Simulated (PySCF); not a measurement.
Work out the structure from these simulated measurements.

Formula: C5H8F2Si.

| Quantity | Value |
| --- | --- |
| Rotational structure | rotational constants A, B, C: 2.019, 0.987, 0.803 GHz [GFN2-xTB] |
| Dipole | 2.21 D [CAM-B3LYP/def2-SVPD] |
| Triplet | lowest triplet excitation (Tamm–Dancoff): 4.96 eV [TDA CAM-B3LYP/def2-SVPD] |
| UV, strongest line | among the 8 lowest singlet transitions: S8 at 8.33 eV (149 nm, f = 0.419) [TDDFT CAM-B3LYP/def2-SVPD] |
| NMR, other nuclei | isotropic shieldings of nuclei other than C and H, by class: 375 (1 F), 426 (1 F), 372 (1 Si) ppm [GIAO PBE0/pcSseg-1] |
| 13C NMR | chemical shifts (computed TMS as zero) by class: 115.6 (1 C), 87.0 (1 C), 81.7 (1 C), 19.2 (1 C), 5.7 (1 C) ppm [GIAO PBE0/pcSseg-1] |

Electronic properties: PySCF, gas phase, density fitting. Levels stand in brackets. Geometry: GFN2-xTB, one conformer, isolated molecule. GFN2-xTB frequencies show an imaginary mode (31i cm⁻¹), so this geometry is no minimum at that level. NMR classes are plain means over equivalent atoms (diastereotopic ones count apart unless rotation or inversion swaps them), as if these changed places fast.

Q: Give a SMILES that accounts for the data.

A: Numbering: `[CH3:1][C:2]#[C:3][Si@@H:4]([F:5])[C@@H:6]([CH3:7])[F:8]`. Its formula, C5H8F2Si, gives 2 degrees of unsaturation: 0 rings and 2 π bonds in the structure found. 5 carbons fall into 5 classes; from least to most shielded: alkyne carbon [C2] (115.6 ppm), sp3 C–F carbon [C6] (87.0 ppm), alkyne carbon [C3] (81.7 ppm), methyl carbon [C7] (19.2 ppm), propargylic carbon [C1] (5.7 ppm). The other shieldings belong to: 375 ppm, silicon-bound fluorine [F5]; 426 ppm, alkyl fluorine [F8]; 372 ppm, fluorine-bound silicon [Si4]. The optimised geometry has point group C1 and is an asymmetric top. Structure: `CC#C[Si@@H](F)[C@@H](C)F`. Computed isomers that give other values at the same levels: `C#C[C@@H](C)C[SiH](F)F` (13C chemical shifts (computed TMS as zero) by class: 94.1 (1 C), 76.2 (1 C), 28.8 (1 C), 25.4 (1 C), 23.0 (1 C) ppm); `C=C[C@@H]([SiH3])/C(F)=C\F` (13C chemical shifts (computed TMS as zero) by class: 165.7 (1 C), 147.1 (1 C), 141.3 (1 C), 121.3 (1 C), 34.6 (1 C) ppm); `FC(F)[C@H]1C=CC[SiH2]1` (13C chemical shifts (computed TMS as zero) by class: 143.6 (1 C), 136.8 (1 C), 126.3 (1 C), 42.4 (1 C), 17.5 (1 C) ppm). The assignments are read from this structure; whether some other isomer fits the data as well wasn't checked. The mirror image fits equally.

Conformer computed: `[CH3:1][C:2]#[C:3][Si@@H:4]([F:5])[C@@H:6]([CH3:7])[F:8]`: C3–Si4–C6–C7 -50°.
